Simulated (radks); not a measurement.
Isoelectronic series with 9 electrons, all held in the configuration [He] 2s2 2p5, which need not be the ground one along the series. Calculated with a radial shooting solver on a logarithmic mesh with Libxc functionals: Dirac Kohn-Sham, PBE, spin-unpolarised, spherical densities, finite nucleus; open shells fill j = l - 1/2 first; Fermi nuclear charge, rms radius of each element as measured or else 0.836 A^(1/3) + 0.57 fm. Total energies (hartree) and mean radii <r> (bohr):

| ion | E (hartree) | 2p3/2 | 2p1/2 | 2s1/2 | 1s1/2 |
|---|---|---|---|---|---|
| F | -99.74514 | 1.106 | 1.103 | 1.003 | 0.1763 |
| Si5+ | -279.89057 | 0.5074 | 0.5055 | 0.5480 | 0.1112 |
| K10+ | -555.10923 | 0.3346 | 0.3324 | 0.3745 | 0.08094 |
| Cr15+ | -926.36860 | 0.2500 | 0.2474 | 0.2838 | 0.06346 |
| Cu20+ | -1395.11727 | 0.1995 | 0.1965 | 0.2279 | 0.05206 |
| Se25+ | -1963.24140 | 0.1660 | 0.1625 | 0.1899 | 0.04402 |
| Ru35+ | -3407.56075 | 0.1240 | 0.1196 | 0.1413 | 0.03339 |
| In40+ | -4290.10050 | 0.1100 | 0.1051 | 0.1247 | 0.02967 |
| Xe45+ | -5284.86071 | 0.09876 | 0.09336 | 0.1112 | 0.02662 |
| Pr50+ | -6396.7963 | 0.08954 | 0.08363 | 0.1001 | 0.02406 |
| Gd55+ | -7631.7534 | 0.08184 | 0.07541 | 0.09060 | 0.02188 |
| Tm60+ | -8996.8500 | 0.07530 | 0.06833 | 0.08246 | 0.01999 |
| W65+ | -10500.4408 | 0.06968 | 0.06215 | 0.07535 | 0.01833 |
